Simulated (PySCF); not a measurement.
From a computed spectrum to the compound

A species of 7 atoms with charge 3 has these harmonic modes (PBE, small Gaussian bases with core potentials, PySCF 2.14.0):

```csv
cm⁻¹,km/mol,symmetry
21,1.8,
81,3.1,
105,1.3,
414,4.4,
419,26.6,
617,56.3,
638,76.5,
670,91.2,
683,705.0,
1613,186.1,
1617,76.1,
3359,1229.9,
3376,71.9,
3394,193.8,
3400,797.1,
```

(1) Which species is it, and in which structure?

Answers

(1) [Pm(H2O)2]3+ (singlet in the valence; each metal's 4f electrons, 4 of them, lie in its core potential, out of spins and levels):
```xyz
7

Pm   -0.0489   -0.2575   -0.0016
O     0.1315    0.9971    1.9053
H     0.4094    1.9547    2.0199
H    -0.0464    0.7073    2.8506
O     0.2484    1.0000   -1.8927
H     0.6061    0.7040   -2.7840
H     0.0303    1.9659   -2.0570
```
Ideal gas at 298.15 K and 1 bar: S = 365.7 J/(mol K), Cp = 85.8 J/(mol K), H − H(0 K) = 19.2 kJ/mol (rigid rotor, harmonic modes, spin degeneracy alone, that of the 4f electrons in the core included; the modes under 60 cm⁻¹ make these uncertain). An lcecp potential fixes the number of 4f electrons, so in runs with it no electron can move into or out of that shell.
 Other answers can fit too; this one was computed.
